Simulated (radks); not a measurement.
Values are calculated unless marked as measured or tabulated.
Ionisation of Ce2+, [Xe] 4f2, to Ce3+, [Xe] 4f1, under several functionals. Dirac Kohn-Sham, spin-unpolarised, spherical densities, point nucleus; open shells fill j = l - 1/2 first; a radial shooting solver on a logarithmic mesh with Libxc functionals.

| functional | E(Ce2+) (hartree) | Exc (hartree) | IE (eV) | -e(HOMO) (eV) | <r> HOMO (bohr) | IE error (eV) |
|---|---|---|---|---|---|---|
| exchange-only LDA | -8852.4670 | -197.8175 | 19.278 | 11.777 | 1.230 | -0.919 |
| PBE | -8864.6142 | -210.1062 | 20.635 | 13.040 | 1.216 | +0.438 |
| HCTH/407 | -8869.9687 | -215.7048 | 21.465 | 13.708 | 1.187 | +1.268 |
| AM05 | -8858.3052 | -203.7327 | 20.704 | 13.076 | 1.209 | +0.506 |
| exchange-only PBE | -8861.5022 | -206.9457 | 19.356 | 11.889 | 1.239 | -0.841 |
| LDA (Slater exchange, Perdew-Wang correlation) | -8858.0260 | -203.4465 | 20.949 | 13.320 | 1.209 | +0.752 |
| exchange-only B88 | -8862.4389 | -207.9010 | 19.360 | 11.864 | 1.233 | -0.837 |
| Wu-Cohen GGA | -8863.7521 | -209.2395 | 20.684 | 13.070 | 1.212 | +0.487 |

NIST Atomic Spectra Database: 20.197 eV (semi-empirical). Closest: PBE. The Delta-SCF values span 2.19 eV, the total energies 17.50 hartree. The highest occupied level is 4f5/2. Spin polarisation and multiplet splitting are left out, so open shells lie too high by an amount that depends on their filling.

Beside tabulated values, note that spin-unpolarised runs miss the spin-polarisation part of the exchange energy of open shells.
